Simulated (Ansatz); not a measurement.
A nudged elastic band was laid between two geometries of C$_{3}$H$_{8}$GeS (13 atoms, charge 0, multiplicity 1).

These are results of Ansatz 0.2.0, RKS PBE-D4/def2-SVP, not measurements.

| Item | Value |
| --- | --- |
| movable images | 7 |
| climbing image | yes |
| spring | 5.0 eV/Å² |
| optimiser | lbfgs |
| start path | IDPP |
| force threshold | 0.05 eV/Å |
| iteration limit | 60 |
| end points | relaxed |

Image 0:

```xyz
13
Properties=species:S:1:pos:R:3
C -2.182 -0.040 -0.140
Ge -0.315 -0.384 -0.618
C 0.945 -0.917 0.784
C 1.107 0.560 0.374
S 2.700 0.965 -0.381
H -2.226 0.292 0.915
H -2.613 0.752 -0.782
H -2.789 -0.959 -0.248
H 0.033 -0.791 -2.061
H 1.761 -1.598 0.488
H 0.570 -1.109 1.804
H 0.776 1.288 1.139
H 2.255 1.907 -1.260
```

Image 8:

```xyz
13
Properties=species:S:1:pos:R:3
C -2.224 0.087 -0.061
Ge -0.366 -0.211 -0.597
C 0.953 -0.923 0.678
C 1.110 0.587 0.437
S 2.647 1.272 -0.233
H -2.257 0.272 1.030
H -2.647 0.965 -0.587
H -2.842 -0.802 -0.290
H -0.060 -0.465 -2.088
H 1.751 -1.560 0.256
H 0.635 -1.246 1.685
H 0.784 1.228 1.277
H 2.537 0.761 -1.492
```

Question: Which bonds break or form, and what moves?

Answer: No bond is made or broken. The dihedral Ge2–C4–S5–H13 goes from 69 to -14°.

Question: Give the energies along the band, and the barrier.

Answer: The forces met the threshold. The highest image is number 8 of 0 to 8, 0.047 eV above the first end and 0.000 eV above the last; the last end lies 0.047 eV above the first. The highest image is an end point: on this band no image between the ends rises above it.

```tsv
image	path coordinate (Å)	energy (eV)	dihedral Ge2–C4–S5–H13 (°)
0	0.00	0.000	69
1	0.18	0.003	60
2	0.37	0.011	50
3	0.55	0.023	39
4	0.73	0.034	27
5	0.91	0.042	16
6	1.10	0.046	5
7	1.28	0.047	-5
8	1.45	0.047	-14
```

Time of the run: 3.1 min on 2 threads of Arm Neoverse V2 (shared host), peak memory 0.19 GiB.
